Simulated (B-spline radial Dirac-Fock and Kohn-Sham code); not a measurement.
**Two-hole binding energies of In**

System: the In atom, configuration [Kr] 4d10 5s1 5p2 (not the ground configuration).

Model: Dirac-Fock ΔSCF + Breit + QED. Program: a B-spline atomic structure program. U is the two-hole binding energy less the two single-hole energies, the effective repulsion of the holes after relaxation. Each two-hole energy is an average over J within one jj subconfiguration.

| holes | E(a) (eV) | E(b) (eV) | E(ab) (eV) | U (eV) |
| --- | --- | --- | --- | --- |
| 1s⁻¹ 2p1/2⁻¹ | 27948.8 | 3948.9 | ? | ? |
| 1s⁻¹ 3p1/2⁻¹ | 27948.8 | 715.4 | 28725.3 | 61.1 |
| 1s⁻¹ 3p3/2⁻¹ | 27948.8 | 677.0 | 28683.2 | 57.5 |
| 1s⁻¹ 3d5/2⁻¹ | 27948.8 | 453.1 | 28453.8 | 51.9 |
| 2s⁻² | 4254.1 | 4254.1 | 8631.3 | 123.1 |
| 2s⁻¹ 3p1/2⁻¹ | 4254.1 | 715.4 | 5020.2 | 50.6 |
| 2p1/2⁻¹ 3s⁻¹ | 3948.9 | 838.8 | 4836.9 | 49.3 |
| 2p3/2⁻¹ 3p1/2⁻¹ | 3740.9 | 715.4 | 4508.5 | 52.3 |
| 2p1/2⁻¹ 3d5/2⁻¹ | 3948.9 | 453.1 | 4455.8 | 53.8 |
| 2p3/2⁻¹ 3d3/2⁻¹ | 3740.9 | 460.7 | 4255.8 | 54.3 |
| 3p1/2⁻² | 715.4 | 715.4 | 1472.2 | 41.4 |
| 3p1/2⁻¹ 3p3/2⁻¹ | 715.4 | 677.0 | 1429.5 | 37.1 |
| 4d3/2⁻² | 25.90 | 25.90 | 66.04 | 14.2 |
| 4d3/2⁻¹ 4d5/2⁻¹ | 25.90 | 25.05 | 65.37 | 14.4 |

Q: Give the missing two-hole energy and U.

A: E(ab) = 32113.3 eV and U = 215.6 eV.

Values without a named source are computed, but for edge energies of neutral atoms, which are taken from tables.
